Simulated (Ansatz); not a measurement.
Reaction (atomization): `[CH3][Al]([OH])[OH]` → Al• + C• + 5 H• + 2 O•

Program: Ansatz. Geometries: PBE0-D4/def2-TZVP. ΔE: electronic, gas phase. CBS: MP2 limit from def2 TZ/QZ plus the TZ coupled-cluster correction, frozen cores. This one scheme is used for every species, atoms too. DFT in def2-TZVPP. No spin–orbit coupling; open shells (•) take unrestricted orbitals. Spin–orbit coupling would lower the free atoms: a little for Al, C, O. One conformer a species, not always the lowest.

```tsv
level	ΔE (kJ/mol)	difference from CCSD(T)/CBS
PBE-D4	3470.8	12.1
BLYP-D4	3426.3	-32.4
B97M-V	3438.1	-20.6
PBE0-D4	3401.6	-57.1
r2SCAN0-D4	3381.2	-77.5
PBE0	3390.8	-67.9
HF/def2-SVP	2490.9	-967.8
CCSD/def2-TZVPP	3315.4	-143.3
SCS-MP2/def2-QZVPP	3477.0	18.3
CCSD/CBS(def2)	3412.1	-46.6
CCSD(T)/CBS	3458.7	0
```

Largest T1 diagnostic among the species: 0.018.

At CCSD(T), def2-SVP lies −235.8 kJ/mol from the extrapolated value and def2-TZVPP −96.8 kJ/mol: correlation converges slowly with the basis, and small sets miss more of it in the bonded molecule than in its fragments. The D4 term adds +20.4 kJ/mol with B3LYP and +10.7 kJ/mol with PBE0; it sums over pairs of atoms, weighted by their polarisabilities, and B3LYP, whose exchange is more repulsive, gets the larger term.

B3LYP here is the variant with VWN-RPA as its local correlation; programs differ in this.

For atomizations the MP2-based limit and the directly extrapolated one differ by several kJ/mol either way, and by 10 to 25 for some Ge, Se and Sn compounds, so smaller differences from it don't rank the levels.
